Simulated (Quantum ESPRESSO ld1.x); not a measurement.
Problem. These are the eigenvalues of the occupied orbitals of an atom or ion with whole-number occupations (eV). Calculated with ld1.x of Quantum ESPRESSO 7.5: scalar-relativistic Kohn-Sham, LDA (Slater exchange, Perdew-Zunger correlation), spin-unpolarised, spherical densities, point nucleus.

| orbital | eigenvalue |
|---|---|
| 1s | -7015.88 |
| 2s | -847.661 |
| 2p | -728.084 |
| 3s | -121.509 |
| 3p | -87.6921 |
| 3d | -34.2479 |
| 4p | -17.1010 |

Which element is it, and in what charge state? The configuration may be excited.

Solution. Z = 26, iron, charge +2: Fe2+ in [Ne] 3s2 3p5 3d6 4p1. The list shows which subshells hold electrons but not how many an open one holds; the 1s level, -257.83 hartree, gives Z - s = 22.7 by -(Z - s)^2/2, which with screening and relativity narrows Z to a few neighbours, and the depths of the outer levels then fix element, charge and occupations together.
